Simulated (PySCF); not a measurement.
Species: C2H4BCl3.
Geometry (PBE0-D3(BJ)/def2-SVP, Å), atoms numbered from 1 in this order:
```xyz
10
C2H4BCl3 angstrom
Cl    -2.7216   -0.0440    0.4321
C     -1.0048   -0.5499    0.4610
C     -0.1060    0.4982   -0.1562
B      1.4246    0.1773   -0.1730
Cl     2.5594    1.3549   -0.7996
Cl     2.0621   -1.3462    0.4179
H     -0.7454   -0.7389    1.5114
H     -0.9436   -1.5054   -0.0769
H     -0.4109    0.6996   -1.1997
H     -0.2380    1.4685    0.3558
```

The calculation used PBE0-D3(BJ)/def2-SVP geometry optimisation, gas phase (PySCF 2.14.0).

Masses are those of the commonest isotopes; rigid-rotor values at the optimised geometry. The values belong to one conformer with, in the numbering `[Cl:1][CH2:2][CH2:3][B:4]([Cl:5])[Cl:6]`, Cl1–C2–C3–B4 179°, C2–C3–B4–Cl5 -177°.

(1) Give the principal moments of inertia and the rotational constants in MHz.

(2) What kind of rotor is it?

(3) Is it planar, by Δ = Ic − Ia − Ib?

(4) Give the other two planar moments, Paa and Pbb, and the rms extents of the mass along the axes.

(5) Which lines would a microwave search look for?

Results:

(1) Ia = 163.50, Ib = 664.08, Ic = 821.28 u·Å²; 505379 MHz·u·Å²/I gives A = 3091, B = 761.0, C = 615.4 MHz.

(2) An asymmetric top. Ray's parameter κ = (2B − A − C)/(A − C) = -0.882; −1 is the prolate and +1 the oblate limit.

(3) Not planar: Δ = Ic − Ia − Ib = -6.29 u·Å². For a rigid frame Δ = −2 Σ m c², so Σ m c² = 3.15 u·Å² lies off the ab plane: 3.13 from hydrogen and 0.02 from heavier atoms. The atom farthest from that plane is 0.94 Å away.

(4) Paa = Σ m a² = (Ib + Ic − Ia)/2 = 660.93 and Pbb = Σ m b² = (Ia + Ic − Ib)/2 = 160.35 u·Å². With the mass M = 143.95 u, the rms extents √(P/M) along a, b and c are 2.14, 1.06, 0.15 Å.

(5) The dipole components are |μa| = 0.75 D, |μb| = 0.18 D, |μc| = 0.02 D. Intensities carry the squares of the components, which stand as 1.00 : 0.06 : 0.00 (a : b : c). Some lines, for components of 0.1 D or more:

```
type  branch         J(Ka,Kc)    MHz  lower level (cm⁻¹)
   b       R  3(0,3) ← 2(1,2)   1912               0.211
   a       R  2(0,2) ← 1(0,1)   2746               0.046
   a       R  2(1,1) ← 1(1,0)   2898               0.128
   a       R  3(1,3) ← 2(1,2)   3907               0.211
   a       R  3(0,3) ← 2(0,2)   4103               0.138
   a       R  3(2,2) ← 2(2,1)   4129               0.458
   a       R  3(2,1) ← 2(2,0)   4156               0.459
   a       R  3(1,2) ← 2(1,1)   4343               0.225
   b       R  2(1,2) ← 1(0,1)   4937               0.046
   b       Q  3(2,1) ← 3(1,2)   6809               0.370
   b       Q  2(2,1) ← 2(1,2)   7427               0.211
   b       Q  3(2,2) ← 3(1,3)   7650               0.341
   b       R  2(2,1) ← 1(1,0)   9888               0.128
   b       R  3(2,2) ← 2(1,1)  11119               0.225
   b       R  3(2,1) ← 2(1,2)  11589               0.211
   b       Q  3(3,1) ← 3(2,2)  12018               0.596
   b       R  3(3,1) ← 2(2,0)  16141               0.459
```

No PBE0-D3(BJ)/def2-SVP frequencies stand behind this structure, so it isn't proved a minimum. No vibrational averaging or centrifugal distortion is included, and the geometry carries the error of its method. Quadrupole hyperfine structure (11B, 35Cl) is left out.

The run took 51 s on one thread of an Arm Neoverse V1, shared host, and the process peaked at 0.48 GiB of memory. This is the geometry optimisation.
